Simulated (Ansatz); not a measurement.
Ba₅Se₅⁺. Charge 1, multiplicity 2. Geometry PBE-D4/def2-SVP; atoms count from 1.

```
atom   x (Å)   y (Å)   z (Å)
 Ba1   5.949   0.712   0.621
 Ba2  -3.337   0.469  -0.007
 Ba3  -4.955  -3.601  -0.714
 Ba4   0.672  -1.550   0.012
 Ba5   2.180   2.752  -0.193
 Se6  -2.244  -2.367  -0.695
 Se7  -6.032  -0.917  -0.165
 Se8  -0.426   1.262   0.564
 Se9   4.840   3.362   1.215
Se10   3.352  -0.121  -0.637
```

In the def2 sets Ba takes a core potential; there is no spin–orbit coupling. Another isomer (doublet) lies 2.08 eV lower at PBE0-D4/def2-SVP; other spin states weren't run for this one.

Q: Estimate the Mulliken populations from the PBE0/def2-SVP orbitals of Ansatz.

A: 
```csv
atom,charge (e),spin (α − β)
Ba1,0.88,-0.01
Ba2,0.95,-0.02
Ba3,0.90,-0.01
Ba4,0.97,-0.01
Ba5,0.95,-0.02
Se6,-0.83,0.04
Se7,-0.59,0.45
Se8,-0.80,0.14
Se9,-0.61,0.39
Se10,-0.82,0.05
```
Mulliken values depend strongly on the basis.

Q: Where does the spin sit?

A: Summed by element: Ba -0.07, Se 1.07, of 1 unpaired in all. Largest on single atoms: Se7 0.45, Se9 0.39, Se8 0.14.

Q: And the Mayer bond orders between heavy atoms (over 0.3)?

A: Ba1–Se9 1.01 (2.93 Å); Ba1–Se10 0.84 (3.00 Å); Ba2–Se6 0.48 (3.12 Å); Ba2–Se7 0.61 (3.03 Å); Ba2–Se8 0.64 (3.07 Å); Ba3–Se6 0.87 (2.98 Å); Ba3–Se7 0.98 (2.94 Å); Ba4–Se6 0.55 (3.11 Å); Ba4–Se8 0.59 (3.07 Å); Ba4–Se10 0.57 (3.11 Å); Ba5–Se8 0.60 (3.10 Å); Ba5–Se9 0.66 (3.07 Å); Ba5–Se10 0.49 (3.14 Å).
